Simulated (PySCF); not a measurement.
ethynylcyclobutane (C6H8), SMILES C#CC1CCC1. Geometry: B3LYP-D3(BJ)/def2-SVP.

**Question.** Give the equilibrium geometry at B3LYP-D3(BJ)/def2-SVP (PySCF confirms it by a frequency run) as a Z-matrix, and its point group. (An estimate is asked for; the answer gives what the named calculation found.)

**Answer.** point group Cs.
```
C
H 1 1.1034
C 1 1.4535 2 109.36
C 3 1.2125 2 151.48 1 180.00
H 4 1.0733 2 161.57 1 180.00
C 1 1.5607 2 109.60 3 -132.53
H 6 1.0999 1 110.68 2 155.09
H 6 1.1000 7 108.90 1 129.84
C 6 1.5479 7 112.06 8 132.98
H 9 1.0998 6 117.45 7 -27.26
H 9 1.1012 10 108.46 6 127.93
C 9 1.5479 10 117.45 11 127.93
H 12 1.0999 9 112.06 10 27.26
H 12 1.1000 13 108.90 1 -129.84
```
Charge 0, spin multiplicity 1.
